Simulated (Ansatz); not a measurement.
A CCSD(T) single point on `O=C([SeH])O[SiH3]`.

```yaml
crystal:
  periodic: [false, false, false]
  atoms:
    - {symbol: O, position_ang: [0.543232, -1.678597, 0.469271]}
    - {symbol: C, position_ang: [0.972960, -0.596712, 0.190103]}
    - {symbol: Se, position_ang: [2.855023, -0.234841, 0.153836]}
    - {symbol: O, position_ang: [0.219266, 0.454345, -0.119584]}
    - {symbol: Si, position_ang: [-1.466488, 0.222670, -0.112150]}
    - {symbol: H, position_ang: [2.699080, 1.171938, -0.232637]}
    - {symbol: H, position_ang: [-1.972236, 1.559596, -0.491275]}
    - {symbol: H, position_ang: [-1.842414, -0.792630, -1.118701]}
    - {symbol: H, position_ang: [-1.920023, -0.151970, 1.244039]}
basis:
  gaussian: {orbitals: def2-TZVPP}
correlation: {method: ccsd_t}
```

```sh
$ ansatz run in.yaml --threads 4 --pin off --events-out ev --progress --plain --max-ram 10444MiB
```

Output of Ansatz, abridged:

```
Functional definition: HF
1482 factors; integrals over basis functions are off by at most 1.0e-3 eV
mean field evaluation 1: about -78332.4405 eV, gradient 4.5e1 eV
mean field evaluation 2: about -78332.7823 eV, gradient 4.5e1 eV
mean field evaluation 4: about -78337.0588 eV, gradient 4.5e0 eV
mean field evaluation 8: about -78337.1557 eV, gradient 5.7e-1 eV
mean field evaluation 16: about -78337.1584 eV, gradient 6.0e-6 eV
mean field -78337.15839290 eV, -2878.8374721060 hartree, gradient 6.0e-6 eV, S^2 0.000000; 0 other end points of the search recorded, 0 dependent functions left out
17 core orbitals not correlated: weight in the atoms' cores, before any rotation towards them, 1.000 or more for the frozen orbitals, at most 0.000 for the correlated occupied ones
reference -78337.15839290 eV, -2878.8374721060 hartree; 20, 20 occupied and 202, 202 virtual orbitals, 1482 factors
second order -27.60085500 eV of doubles, -0.00000000 eV of singles
cycle   1  -27.28146699 eV  change    3.2e-1 eV  update   1.3e-1
cycle   2  -28.08326668 eV  change   -8.0e-1 eV  update   4.3e-2
cycle   3  -28.27000055 eV  change   -1.9e-1 eV  update   2.2e-2
cycle   4  -28.24426369 eV  change    2.6e-2 eV  update   5.5e-3
cycle   5  -28.24126573 eV  change    3.0e-3 eV  update   2.5e-3
cycle   6  -28.24269043 eV  change   -1.4e-3 eV  update   7.9e-4
cycle   7  -28.24215697 eV  change    5.3e-4 eV  update   2.9e-4
cycle   8  -28.24199069 eV  change    1.7e-4 eV  update   1.0e-4
cycle   9  -28.24205139 eV  change   -6.1e-5 eV  update   4.8e-5
cycle  10  -28.24204667 eV  change    4.7e-6 eV  update   1.7e-5
perturbative correction -1.17780720 eV, -0.0432836164 hartree
Total energy: -78366.57824678 eV, -2879.9186317945 hartree
```

It took 5.8 min on 4 threads of an Arm Neoverse N1 on a shared host, with 4.7 GiB of host memory at the peak.

The correlation energy is -29.420 eV, 4.0 % of it from (T); the T1 diagnostic reads 0.0139.
